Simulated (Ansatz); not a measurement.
AlSe₃. Charge 0, multiplicity 4. Geometry PBE-D4/def2-SVP; atoms count from 1.

```xyz
4

Al   -0.1713    0.2104   -0.0898
Se    1.8409   -0.7450   -0.7242
Se   -1.5433    1.8828   -0.8089
Se   -0.1263   -1.3481    1.6229
```

At PBE0-D4/def2-TZVP a doublet of charge 0 lies 1.08 eV below the quartet, each at its own geometry. The structure comes from a short search, and lower isomers may exist.

**Question.** Estimate the Mulliken populations from the PBE0/def2-TZVP orbitals of Ansatz.

**Answer.** 
| atom | charge (e) | spin (α − β) |
| --- | --- | --- |
| Al1 | 0.40 | -0.18 |
| Se2 | -0.13 | 1.11 |
| Se3 | -0.13 | 0.95 |
| Se4 | -0.13 | 1.11 |
Mulliken values depend strongly on the basis.

**Question.** Where does the spin sit?

**Answer.** Summed by element: Al -0.18, Se 3.18, of 3 unpaired in all. Largest on single atoms: Se4 1.11, Se2 1.11, Se3 0.95.

**Question.** And the Mayer bond orders between heavy atoms (over 0.3)?

**Answer.** Al1–Se2 1.22 (2.32 Å); Al1–Se3 1.29 (2.28 Å); Al1–Se4 1.22 (2.32 Å); Se2–Se4 0.73 (3.12 Å).
